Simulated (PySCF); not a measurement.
SnF3, SMILES [F][Sn]([F])[F], multiplicity 2. Geometry optimised at PBE-D3(BJ)/def2-SVP. The multiplicity is an assumed one; other spin states were not compared. The isomer is the one that the SMILES or the coordinates give; other isomers of the formula were not compared. The def2 effective core potentials stand for the cores of Sn; spin–orbit coupling is left out.

Computed equilibrium geometry at PBE-D3(BJ)/def2-SVP (PySCF confirms it by a frequency run) as a Z-matrix, and its point group:
point group C3v.
```
Sn
F 1 1.9640
F 1 1.9640 2 106.06
F 1 1.9640 2 106.06 3 112.48
```
Charge 0, spin multiplicity 2.
